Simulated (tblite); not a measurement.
Compound: C₇H₁₇OP.
Numbering: `[CH3:1][CH2:2][CH2:3][P@H:4](=[O:5])[C:6]([CH3:7])([CH3:8])[CH3:9]` (hydrogens: H10, H11, H12 on C1; H13, H14 on C2; H15, H16 on C3; H17 on P4; H18, H19, H20 on C7; H21, H22, H23 on C8; H24, H25, H26 on C9)

Structure used (GFN2-xTB), in Å, numbered top down from 1:
```xyz
26
C7H17OP angstrom
C      3.3120   -0.2348   -0.6226
C      2.5997    1.0121   -0.1216
C      1.2873    0.6616    0.5685
P      0.1369   -0.0939   -0.6493
O      0.1428    0.5716   -1.9535
C     -1.5459   -0.2328    0.1243
C     -1.4732   -0.9352    1.4727
C     -2.3576   -1.0543   -0.8735
C     -2.1245    1.1708    0.2458
H      3.5120   -0.9235    0.1968
H      4.2569    0.0267   -1.0931
H      2.6885   -0.7374   -1.3617
H      2.3799    1.6620   -0.9715
H      3.2435    1.5619    0.5700
H      0.8072    1.5725    0.9398
H      1.4507   -0.0160    1.4070
H      0.5167   -1.4404   -0.6975
H     -0.9397   -0.3289    2.2017
H     -2.4768   -1.1197    1.8531
H     -0.9620   -1.8921    1.3769
H     -2.3390   -0.5715   -1.8493
H     -3.3934   -1.1478   -0.5507
H     -1.9348   -2.0536   -0.9785
H     -1.6057    1.7451    1.0122
H     -2.0217    1.6908   -0.7061
H     -3.1811    1.1296    0.5066
```

Computed with GFN2-xTB (tblite): harmonic, unscaled wavenumbers at the GFN2-xTB geometry, gas phase. Errors from tens to a few hundred cm⁻¹ against measured bands are possible. Modes of hydrogen on phosphorus can be 10 to 20 % off. One conformer, not necessarily the lowest.

Harmonic wavenumbers (cm⁻¹): 50.8, 63.4, 101.2, 132.1, 179.8, 192.3, 200.9, 214.3, 237.0, 253.4, 272.0, 296.2, 343.8, 367.6, 392.6, 412.2, 444.2, 627.9, 699.1, 755.8, 835.1, 857.5, 903.3, 941.3, 948.9, 960.6, 968.0, 971.7, 1019.3, 1022.5, 1029.2, 1052.9, 1116.0, 1187.6, 1209.5, 1231.9, 1235.0, 1249.1, 1272.0, 1279.8, 1340.9, 1400.9, 1402.7, 1409.1, 1420.5, 1424.8, 1479.7, 1481.3, 1484.1, 1487.6, 1493.5, 1497.5, 1499.0, 1500.2, 1504.0, 2235.0, 2932.4, 2958.5, 2975.0, 2985.7, 3001.4, 3008.3, 3010.8, 3011.5, 3012.0, 3015.0, 3019.6, 3020.0, 3020.3, 3025.0, 3031.1, 3039.1.

A = 2386, B = 828.0, C = 772.5 MHz; mass 148.102 u (most abundant isotopes); point group C1, symmetry number 1.

Task: What is the zero-point energy?

Result: ½Σν̃ = 49827 cm⁻¹ = 596.07 kJ/mol.

Task: Entropy at 273.15 K, 1 bar (ideal gas, RRHO, classical rotation)?

Result: Translation 169.37, rotation 123.31, vibration 147.22: S = 439.9 J/(mol K).

Task: And Cp and H(273.15 K) − H(0)?

Result: Cp = 188.03 J/(mol K), of which vibrations give 154.77 (their classical limit is 72 R = 598.6); H(273.15 K) − H(0) = 30.97 kJ/mol without the zero-point energy, 21.89 from vibrations.

Task: What must be added to the electronic energy to get the Gibbs energy at 273.15 K and 1 bar?

Result: ZPE + [H(273.15 K) − H(0)] − T·S = 596.07 + 30.97 − 120.16 = 506.88 kJ/mol.

Task: Blend soft modes into free rotors: weight 1/[1 + (100 cm⁻¹/ν̃)⁴] for the oscillator and the rest for a rotor with moment μB/(μ + B), μ = h/(8π²ν), B = 10⁻⁴⁴ kg m². What vibrational entropy results?

Result: 138.13 J/(mol K) in place of 147.22, which changes −T·S at 273.15 K by +2.48 kJ/mol.

Task: Which modes carry the vibrational entropy at 273.15 K?

Result: 50.8 cm⁻¹: 19.30; 63.4 cm⁻¹: 17.47; 101.2 cm⁻¹: 13.64; 132.1 cm⁻¹: 11.50; 179.8 cm⁻¹: 9.07; 192.3 cm⁻¹: 8.55 J/(mol K); the other 66 give 67.69 together.

Hindered rotation and anharmonicity are outside this model. Other conformers, if any are populated, would add a mixing term that is left out. The structure is chiral; the term R ln 2 for an equal mix with its mirror image is left out.
